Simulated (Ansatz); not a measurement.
Consider the redistribution: `O[Si@H](Cl)C[Si@@H](O)F` + `C[S][GeH2][Cl]` → `O[SiH](Cl)[S][GeH2][Cl]` + `CC[SiH](O)F`.

Isolated molecules relaxed with PBE0-D4/def2-TZVP in Ansatz; ΔE leaves out vibrations. CBS: MP2 limit from def2 TZ/QZ plus the TZ coupled-cluster correction, frozen cores. For Ge outer-core shells are correlated without core-valence functions, which leaves a few kJ/mol of doubt a bond. Scalar relativity is left out up to krypton. One conformer a species, not always the lowest.

```tsv
species	CCSD(T)/CBS(def2) energy (Eh)
`O[Si@H](Cl)C[Si@@H](O)F`	-1330.00173
`C[S][GeH2][Cl]`	-2974.78596
`O[SiH](Cl)[S][GeH2][Cl]`	-3760.30542
`CC[SiH](O)F`	-544.49944
```

Task: Work out ΔE.

Result: ΔE = (-3760.30542) + (-544.49944) − (-1330.00173) − (-2974.78596) = -0.01717 Eh = -0.47 eV.

Largest T1 diagnostic among the species: 0.011.
